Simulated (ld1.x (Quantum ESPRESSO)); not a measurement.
## Pseudopotential generation for scandium: TM, LDA (PZ), scalar-relativistic.

```
Element                 : Sc (Z = 21)
Generator               : ld1.x (Quantum ESPRESSO) 7.5
Type                    : norm-conserving Troullier–Martins (Kleinman–Bylander form)
Functional              : LDA (PZ)
Relativity              : scalar-relativistic
Frozen core             : [Ne]
Valence charge          : 11
Reference configuration : 3s2 3p6 3d1 4s1.5 4p0.5
Partial waves           : 3p (bound): rc 1.20 bohr; 3d (bound): rc 1.80 bohr; 3s (bound): rc 1.00 bohr
Local potential         : the s channel
Core correction         : none
```

Occupied shells without a wave of their own: 4p, 4s. They enter only through the test configuration that unscreens the potential.

* Cutoffs needed: 110 Ry and 180 Ry (the cutoffs (Ry, on a coarse ladder) from which the occupation-weighted sum of valence levels, in a spherical-Bessel basis at the reference potential, stays within 10 and 1 mRy of its value at 400 Ry)
* Ghost test: no extra level below or beside the all-electron valence levels (p, d, s, f tested) (spherical-Bessel basis up to 400 Ry, 20 bohr box)
* Largest excitation error: -85 meV (all-electron minus pseudo) for 3s2 3p6 3d1 4s0 4p0, out of 7 test configurations
